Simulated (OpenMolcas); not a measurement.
# Levels of Hf by method

| Property | Result |
| --- | --- |
| Program | OpenMolcas 26.06 |
| Basis | ANO-R3 [9s7p7d4f3g1h] |
| Scalar Hamiltonian | X2C, finite nucleus |
| Active space | 4 electrons in 6 orbitals (5d 6s) |
| State averaging | 2S+1 = 5 even, 10 roots; 2S+1 = 3 even, 19 roots; 2S+1 = 1 even, 14 roots |
| Spin-orbit coupling | state interaction with AMFI integrals over the reference wave functions, term energies averaged over their components |

Methods on the same reference wave functions:
A. CASSCF
B. SS-CASPT2, IPEA 0.25 Eh, imaginary shift 0.1 Eh (closed shells correlated: 5s 5p)

Energies in cm⁻¹ above 5d² 6s² ³F₂, the measured ground level; measured values from NIST Handbook of Basic Atomic Spectroscopic Data.

```
      Level      A      B  Measured
5d² 6s² ³F₂    0.0    0.0       0.0
5d² 6s² ³F₃   2237   2350      2357
5d² 6s² ³F₄   4373   4430      4568
5d² 6s² ³P₀   4433   5580      5522
5d² 6s² ³P₁   4979   6140      6573
 5d³ 6s ⁵F₁   8790  13920          
 5d³ 6s ⁵F₂   9381  14510          
 5d³ 6s ⁵F₃  10239  15350          
5d² 6s² ¹G₄  11101   9830     10533
 5d³ 6s ⁵F₄  11340  16380
```

Deviations, from unrounded energies. A percentage is the sum of absolute deviations over the sum of measured energies, with the sign that they share, or ± where signs differ.

```tsv
Against measurement	Levels	A	B
mean absolute deviation (cm-1)	5	710	270
fine structure of the ground term (%)	2	-4.5	-2.0
other terms of the ground configuration (%)	3	±14.4	±5.3
```

B lies closest to measurement on these levels. The largest miss of B in the table is 5d² 6s² ¹G₄, by -710 cm-1. The ranking rests on the paired levels alone, and a cruder setting can come out closer through cancelling errors.

From A to B the spin-free energies of the other terms of 5d² 6s² shown, above ³F, scale by factors of 0.82 to 1.37.

The lowest spin-free term lies below A's lowest term by 0.307 hartree in B.

Term energies are means over components that CASPT2 splits; among the terms shown or strongly mixed into the levels shown the widest spread is 560 cm-1 (5d³ 6s ⁵F, B). A single d shell beside an s shell can misplace configurations of different d count against each other. Without dynamic correlation excited terms often stand tens of per cent too high (terms of higher spin than the ground term too low), and those without a measured partner can miss by more than the paired ones (holds for A). Measured partners are found by configuration, term and J. A level has none where our copy of the source lacks it or the pairing is in doubt (some pairs that miss far off the trend of their configuration count as doubtful), and it then counts in no deviation. Only configurations of the active space appear. The table leaves out levels that lie high or whose names do not pair safely across all columns.
